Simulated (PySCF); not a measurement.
TeCl₂, SMILES Cl[Te]Cl.

Geometry optimised at PBE-D3(BJ)/def2-TZVP. The isomer is the one that the SMILES or the coordinates give; other isomers of the formula were not compared. The def2 effective core potentials stand for the cores of Te; spin–orbit coupling is left out.

Computed with PySCF with r2SCAN/def2-TZVPD.

Symmetry labels are those of the subgroup C2v that the program uses (full group C2v).

Q: List the valence orbital energies around the gap with their symmetry. (The exact figures need the calculation; the answer reports its results.)

A: 
```csv
orbital,symmetry,energy (eV)
HOMO−7,A1,-16.46
HOMO−6,B2,-11.09
HOMO−5,A1,-10.19
HOMO−4,B1,-9.30
HOMO−3,A1,-8.70
HOMO−2,A2,-8.56
HOMO−1,B2,-8.48
HOMO,B1,-5.84
LUMO,A1,-3.59
LUMO+1,B2,-3.49
LUMO+2,A1,0.41
LUMO+3,A1,0.92
```
